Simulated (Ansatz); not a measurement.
Relaxation of H₂O₂Zn (5 atoms, charge 0, multiplicity 1), to a largest force component of 0.02 eV/Å in at most 40 steps.

Theory: RKS BHLYP-D4/def2-mTZVP (Ansatz 0.2.0).

```xyz
5
Properties=species:S:1:pos:R:3:forces:R:3
Zn 0.000 0.000 0.000 0.01 0.01 0.00
O 0.000 0.000 1.790 -2.36 -0.70 0.44
H -0.909 -0.281 2.127 2.30 0.72 -0.68
O 0.000 0.000 -1.790 0.69 -2.36 -0.44
H 0.255 -0.917 -2.127 -0.64 2.33 0.68
```

Q: Where does it end, and by what steps?

A: The run converged. After 4 steps the energy has fallen by 0.181 eV; H5 moved furthest, 0.13 Å.

```
step  energy less start (eV)  largest force component (eV/Å)  accepted
   0                  0.0000                           2.364       yes
   1                 -0.1369                           1.139       yes
   2                 -0.1804                           0.124       yes
   3                 -0.1811                           0.023       yes
   4                 -0.1812                           0.012       yes
```

```xyz
5
Properties=species:S:1:pos:R:3
Zn -0.054 -0.100 0.000
O -0.036 -0.034 1.770
H -0.871 -0.184 2.206
O -0.009 -0.049 -1.770
H 0.316 -0.832 -2.206
```

Whether the end is a true minimum wasn't checked by a vibrational analysis.

The run took 11 s on 1 thread of Intel(R) Xeon(R) 6975P-C (Granite Rapids), with other jobs on the host, peak memory 0.19 GiB.
